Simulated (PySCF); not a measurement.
Species: C7H12O2P (charge -1).
Geometry (GFN2-xTB, Å), atoms numbered from 1 in this order:
```xyz
22
C7H12O2P angstrom
C      1.574   -1.177    2.862
C      1.599   -1.373    1.559
P      0.037   -1.570    0.591
O     -1.142   -1.222    1.430
O      0.075   -2.899   -0.087
C      0.341   -0.214   -0.674
C      0.414    1.158    0.001
C     -0.675    2.000   -0.666
C     -1.725    0.958   -1.036
C     -0.886   -0.191   -1.582
H      2.461   -1.123    3.483
H      0.624   -1.056    3.359
H      2.532   -1.520    1.027
H      1.247   -0.449   -1.238
H      0.182    1.031    1.061
H      1.402    1.617   -0.080
H     -1.064    2.780   -0.008
H     -0.287    2.476   -1.572
H     -2.464    1.327   -1.752
H     -2.232    0.621   -0.133
H     -1.409   -1.149   -1.521
H     -0.615   -0.006   -2.628
```

NICS is the negative of the GIAO shielding at a point without a nucleus: at the ring centre (0) and 1 Å above and below it (1); zz is the component along the ring normal. Level: GIAO PBE0/pcSseg-1 (PySCF, non-relativistic, gas phase) on the GFN2-xTB geometry, one conformer.

Ring bond lengths (Å), with Mayer bond orders in brackets: C6–C7 1.531 (0.98), C7–C8 1.529 (1.04), C8–C9 1.524 (1.03), C9–C10 1.524 (1.03), C10–C6 1.527 (1.02).

Q: What do the NICS probes read (ppm)?

A: 
```json
{"ring": "C6–C7–C8–C9–C10", "type": "5-membered carbocycle; formal bonds all single", "NICS(0)": "-6.0", "NICS(1), two faces": "-4.4 / -3.6", "NICS(1)zz, two faces": "-6.0 / -4.7", "rms pucker (Å)": "0.19", "centre to ring atoms, mean (Å)": "1.28"}
```

Q: What do they say, and how far can they be read as aromaticity?

A: 
- C6–C7–C8–C9–C10: mean NICS(1)zz -5.4 ppm, shielded. C6, C7, C8, C9, C10 have four or more neighbours; no verdict on aromaticity is drawn.

Q: At the first NICS(1) probe listed for ring C6–C7–C8–C9–C10, 1 Å off the ring, what do the in-plane components average?

A: The isotropic value is a third of the trace: (3 × -4.4 − (-6.0))/2 = -3.6 ppm.

Q: List the ring angles and the Hirshfeld charges of the ring atoms.

A: 
- C6–C7–C8–C9–C10: C6 106.7° (-0.090 e), C7 105.5° (-0.086 e), C8 102.7° (-0.080 e), C9 102.9° (-0.081 e), C10 103.9° (-0.080 e); sum 521.7° against 540° for a flat convex ring.

Q: How shielded are the nuclei of the rings and their hydrogens (means over atoms taken as equivalent)?

A: 
| atoms | environment | σ isotropic (ppm) | principal values of the symmetric part, first atom (ppm) |
| --- | --- | --- | --- |
| C6 | sp3 carbon bound to phosphorus | 146.5 | 127.4, 143.4, 168.9 |
| C7 | ring CH2 carbon | 156.0 | 132.3, 164.5, 171.1 |
| C8 | ring CH2 carbon | 153.6 | 131.1, 161.7, 168.0 |
| C9 | ring CH2 carbon | 155.8 | 134.0, 163.1, 170.4 |
| C10 | ring CH2 carbon | 157.1 | 134.1, 161.4, 175.7 |
| H14 | methine hydrogen | 30.40 | 27.1, 28.0, 36.2 |
| H15 | methylene hydrogen | 29.69 | 24.5, 29.3, 35.2 |
| H16 | methylene hydrogen | 30.45 | 25.4, 29.0, 36.9 |
| H17 | methylene hydrogen | 30.15 | 25.7, 27.4, 37.4 |
| H18 | methylene hydrogen | 30.71 | 25.9, 28.3, 38.0 |
| H19 | methylene hydrogen | 30.60 | 25.7, 27.7, 38.4 |
| H20 | methylene hydrogen | 29.58 | 24.8, 29.0, 35.0 |
| H21 | methylene hydrogen | 28.84 | 23.9, 29.0, 33.7 |
| H22 | methylene hydrogen | 30.51 | 25.0, 28.2, 38.3 |

The list is cut; further classes of hydrogen are left out.

The run took 1.8 min (with the writing of density and orbital grids) on an Arm Neoverse N1 with one thread, no GPU, on a shared host, and the process peaked at 1.1 GiB of memory. This is the whole shielding run at PBE0/pcSseg-1, SCF included.
